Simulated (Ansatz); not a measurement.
CH₅AlBrGa (`[CH3][Al]([GaH2])[Br]`), relaxed with RKS PBE0-D4/def2-TZVP in the Gaussian-basis code of Ansatz from a GFN2-xTB geometry. The force threshold is 0.005 eV/Å; the program also tests the step.

Charge 0, multiplicity 1.

Start:

```xyz
9

C    -1.079    1.607   -0.380
Al    0.076   -0.002   -0.395
Ga    1.008   -1.732    1.153
Br    1.007   -0.791   -2.325
H    -1.972    1.477   -1.007
H    -1.431    1.882    0.622
H    -0.554    2.482   -0.787
H     2.156   -2.662    0.438
H     0.788   -2.260    2.680
```

| step | energy (eV) | largest force (eV/Å) | largest move (Å) |
| --- | --- | --- | --- |
| 1 | -130122.5579 | 0.881 | 0.000 |
| 2 | -130122.6960 | 0.240 | 0.195 |
| 3 | -130122.7322 | 0.162 | 0.128 |
| 4 | -130122.7617 | 0.150 | 0.166 |
| 5 (rejected) | -130122.7357 | 0.702 | 0.183 |
| 6 | -130122.7715 | 0.034 | 0.088 |
| 7 | -130122.7768 | 0.083 | 0.098 |
| 8 | -130122.7804 | 0.145 | 0.098 |
| 9 | -130122.7852 | 0.184 | 0.121 |
| 10 | -130122.7895 | 0.329 | 0.195 |
| 11 | -130122.8015 | 0.250 | 0.116 |
| 13 | -130122.8264 | 0.171 | 0.194 |
| 15 | -130122.8346 | 0.050 | 0.096 |
| 17 | -130122.8395 | 0.127 | 0.125 |
| 19 | -130122.8414 | 0.030 | 0.037 |
| 21 | -130122.8418 | 0.016 | 0.034 |
| 23 | -130122.8418 | 0.002 | 0.006 |
| 25 | -130122.8419 | 0.020 | 0.021 |
| 27 | -130122.8419 | 0.016 | 0.019 |
| 29 | -130122.8419 | 0.012 | 0.004 |
| 31 | -130122.8419 | 0.003 | 0.008 |
| 33 | -130122.8419 | 0.001 | 0.007 |

End:

```xyz
9

C    -0.859    1.580   -0.316
Al    0.012   -0.147   -0.536
Ga    1.036   -1.737    1.114
Br    0.154   -0.915   -2.685
H    -1.877    1.544   -0.716
H    -0.912    1.901    0.727
H    -0.323    2.348   -0.883
H     2.564   -1.678    1.502
H     0.205   -2.895    1.792
```

It took 54 s on 2 threads of an AMD EPYC 7R13 on a shared host and a share of an NVIDIA H100 80 GB, with 0.93 GiB of host memory at the peak.
